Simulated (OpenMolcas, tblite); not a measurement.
**AlGeH4F (SMILES [F][AlH][GeH3]): methods side by side**

The species is AlGeH4F (7 atoms), meant as a singlet with charge 0. SMILES: `[F][AlH][GeH3]`. Geometry: relaxed at PBE0-D4/def2-TZVP.

Each level gives the vertical electron affinity (to the doublet anion) (eV). The values are calculated.

The electron affinity is E(neutral) − E(anion): positive where the electron is bound.

```
           level             kind     program  value (eV)  CPU time (all runs)
        GFN2-xTB   semi-empirical      tblite        3.63            under 2 s
    HF/def2-SVPD     Hartree–Fock  OpenMolcas       -0.48                 51 s
 SVWN5/def2-SVPD              LDA  OpenMolcas        0.27                 90 s
  BLYP/def2-SVPD              GGA  OpenMolcas        0.01                2 min
revPBE/def2-SVPD              GGA  OpenMolcas        0.17                2 min
 M06-L/def2-SVPD         meta-GGA  OpenMolcas       -0.03              2.5 min
M06-2X/def2-SVPD  hybrid meta-GGA  OpenMolcas        0.16              2.5 min
```

All-electron rows without a relativistic Hamiltonian named are non-relativistic. Where it was recorded, the anion's HOMO is positive in SVWN5/def2-SVPD, BLYP/def2-SVPD, revPBE/def2-SVPD, M06-L/def2-SVPD, M06-2X/def2-SVPD: a fault of the level (basis or self-interaction), which says nothing on whether the real anion is bound. The values span -0.48 to 3.63 eV. The xTB values lack the empirical shift that such differences need. Times are those of the runs behind each value, whatever else they computed, on shared processors of several kinds: orders of magnitude only.
